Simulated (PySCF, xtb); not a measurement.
CH₂ClNO₃Si, SMILES O=C=N[Si](O)(O)Cl. Other conformers were not sampled.

Harmonic wavenumbers (cm⁻¹) from GFN2-xTB in xtb at its own minimum, in rising order: 41, 70, 144, 173, 214, 254, 264, 276, 305, 491, 502, 521, 670, 796, 820, 913, 976, 1517, 2507, 3657, 3676.

Q: What does PBE-D3(BJ)/def2-SVP run with PySCF 2.14.0 give at its own minimum? (The exact figures need the calculation; the answer reports its results.)

A: 38, 48, 85, 166, 214, 256, 299, 309, 316, 507, 583, 585, 642, 788, 792, 903, 968, 1473, 2397, 3764, 3771. Paired by order, the mean absolute difference is 37 cm⁻¹ and the zero-point energies are 26.9 and 27.0 kcal/mol.
